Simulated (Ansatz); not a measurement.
Computed with Ansatz on PBE0-D4/def2-TZVP structures; ΔE is electronic, products minus reactants. CCSD(T)/CBS adds triple-zeta CCSD(T) − MP2 to the extrapolated MP2 energy (def2 sets, frozen cores). DFT in def2-TZVPP. HSE06 is defined as in plane-wave codes. def2 core potentials past Kr. For In outer-core shells are correlated without core-valence functions, which leaves a few kJ/mol of doubt a bond. One conformer a species, not always the lowest.

Reaction (ligand exchange at the In–C bond): `[Cl][In]([Cl])[CH]1BO1` + silanol → `[SiH3][O][In]([Cl])[Cl]` + `B1CO1`

`[Cl][In]([Cl])[CH]1BO1`:

```xyz
8

Cl    0.864   -2.157   -2.074
In   -0.270   -1.457   -0.178
Cl   -1.179   -3.193    1.059
C    -0.373    0.587    0.401
B     0.710    1.605    0.120
O    -0.317    1.596   -0.721
H    -1.156    0.819    1.121
H     1.720    2.200    0.273
```

`O[SiH3]`:

```xyz
6

O    -1.154   -0.510    0.227
Si    0.359    0.132    0.101
H    -1.671   -0.597   -0.574
H     1.231   -0.687   -0.785
H     0.910    0.145    1.475
H     0.325    1.517   -0.444
```

`[SiH3][O][In]([Cl])[Cl]`:

Cartesian coordinates in Å:
```
Si -0.429 -0.290 -1.437
O 0.450 -0.578 -0.085
In 0.621 0.204 1.692
Cl -0.657 2.024 2.265
Cl 2.112 -0.742 3.148
H -1.273 0.928 -1.281
H -1.314 -1.452 -1.713
H 0.489 -0.092 -2.589
```

`B1CO1`:

Cartesian coordinates in Å:
```
B 0.852 -0.052 -0.161
C -0.592 0.189 0.206
O -0.025 -0.954 -0.583
H 2.021 0.121 -0.231
H -1.245 0.823 -0.388
H -1.011 -0.127 1.157
```

CCSD(T)/CBS gives -0.51 eV.

Task: Another level gave -0.44 eV. Which?
A. CCSD/def2-TZVPP
B. r2SCAN/def2-TZVPP
C. LDA (SPW92)/def2-TZVPP
D. HSE06-D4/def2-TZVPP

Result: B. r2SCAN -0.44, HSE06-D4 -0.39, CCSD/def2-TZVPP -0.49, LDA (SPW92) -0.30 eV.

Largest T1 diagnostic among the species: 0.016.

Leaving LDA and LC-ωPBE aside and taking each functional with its dispersion term where it has one, the values, not all of them listed here, spread over 0.18 eV, from BHLYP-D4 to revPBE-D4. LDA lies +0.06 eV from PBE without D4. From BLYP to BHLYP (50 % exact exchange), in def2-TZVPP and without D4, ΔE moves by −0.10 eV.
